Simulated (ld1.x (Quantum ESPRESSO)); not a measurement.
u(r) = r·R(r): atom against pseudo-atom (Nb)

Columns: radius, all-electron u(r) and pseudo u(r) of the 4d shell (level -4.18 eV) of niobium in the configuration [Ar] 3d10 4s2 4p6 4d4 5s0 5p1; PBE, scalar-relativistic, RRKJ scheme, ld1.x (Quantum ESPRESSO) 7.5.

| r (bohr) | all-electron | pseudo |
| --- | --- | --- |
| 0.093 | 0.0953 | -0.0011 |
| 0.185 | 0.2608 | -0.0087 |
| 0.278 | 0.3193 | -0.0285 |
| 0.370 | 0.2647 | -0.0639 |
| 0.463 | 0.1429 | -0.1169 |
| 0.555 | -0.0034 | -0.1853 |
| 0.648 | -0.1517 | -0.2668 |
| 0.740 | -0.2854 | -0.3537 |
| 0.833 | -0.4016 | -0.4412 |
| 0.925 | -0.4960 | -0.5207 |
| 1.018 | -0.5709 | -0.5885 |
| 1.110 | -0.6262 | -0.6402 |
| 1.203 | -0.6657 | -0.6762 |
| 1.295 | -0.6908 | -0.6975 |
| 1.388 | -0.7048 | -0.7077 |
| 1.480 | -0.7096 | -0.7102 |
| 1.573 | -0.7071 | -0.7071 |
| 1.665 | -0.6992 | -0.6992 |
| 1.758 | -0.6868 | -0.6868 |
| 1.850 | -0.6714 | -0.6714 |
| 1.943 | -0.6536 | -0.6536 |
| 2.035 | -0.6343 | -0.6343 |
| 2.128 | -0.6138 | -0.6138 |
| 2.220 | -0.5928 | -0.5928 |
| 2.313 | -0.5713 | -0.5713 |
| 2.405 | -0.5500 | -0.5500 |

(1) How many radial nodes do the two functions have?

(2) At about which radius was the pseudo-wave matched?

(3) Where does each function peak?

(4) Is the pseudo-wave norm-conserving?

## Answers

(1) The all-electron 4d function has n − l − 1 = 1; the pseudo-wave has 0, since the states of the same l below it are removed with the core.

(2) 1.60 bohr, where the columns begin to agree (steps of 0.09 bohr).

(3) Outermost all-electron maximum near 1.48 bohr, pseudo maximum near 1.48 bohr (to the table’s step).

(4) Yes: the RRKJ scheme keeps the norm inside the radius equal to the all-electron one, which fixes the energy derivative of the logarithmic derivative at the level.
